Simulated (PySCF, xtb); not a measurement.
Zn(I)2 anion (I2Zn), SMILES [Zn]([I])[I] (connectivity only; charge and spin as stated), charge -1, multiplicity 2.

Harmonic wavenumbers (cm⁻¹) from xtb with GFN2-xTB at its own minimum, in rising order: 36, 130, 139.

Q: What does PySCF with PBE-D3(BJ)/def2-SVPD give at its own minimum? (The exact figures need the calculation; the answer reports its results.)

A: 42, 139, 175. Paired by order, the mean absolute difference is 17 cm⁻¹ and the zero-point energies are 0.4 and 0.5 kcal/mol.
